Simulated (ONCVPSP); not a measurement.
## selenium, ONCV: configuration errors across variants

* Element: selenium
* Generator: ONCVPSP 4.0.1
* Type: optimised norm-conserving Vanderbilt (ONCV)
* Functional: PBE
* Relativity: scalar-relativistic
* Frozen core: [Ar] 3d10
* Valence charge: 6
* Reference configuration: 4s2 4p4
* Partial waves: 4s: rc 1.40 bohr, ncon 4, nbas 8, qcut 4.3 1/bohr, 2 projectors, debl 2 Ha; 4p: rc 1.40 bohr, ncon 4, nbas 9, qcut 5.7 1/bohr, local
* Local potential: the p channel
* Core correction: none

All-electron excitation energies from the reference (eV): (1) 4s2 4p3 10.845; (2) 4s2 4p2 31.194; (3) 4s2 4p1 62.062; (4) 4s2 4p3.5 4.310.

2 further variants failed, have other tests or too few solved ones, and are left out.

Errors AE − PS in meV (a dash: test not solved or not reliable):

```csv
change,(1),(2),(3),(4),bound ghosts,GHOST(+) flags above zero
base,-3.6,-19,-55,-1.0,none,s
"all radii scaled by about 0.91 (s 1.28, p 1.28 bohr)",-3.2,-18,-55,-0.8,none,s
"all radii scaled by about 1.14 (s 1.60, p 1.60 bohr)",-3.8,-19,-50,-1.0,none,none
"all radii scaled by about 1.23 (s 1.72, p 1.72 bohr)",-3.7,-18,-48,-1.0,none,none
"all radii scaled by about 1.30 (s 1.82, p 1.82 bohr)",-3.5,-17,-45,-1.0,none,none
```

(1) Give the same row for: all radii scaled by about 1.10 (s 1.54, p 1.54 bohr).

Results:

(1) -3.8, -19, -51, -1.0; bound ghosts: none; GHOST(+) flags above zero: none.
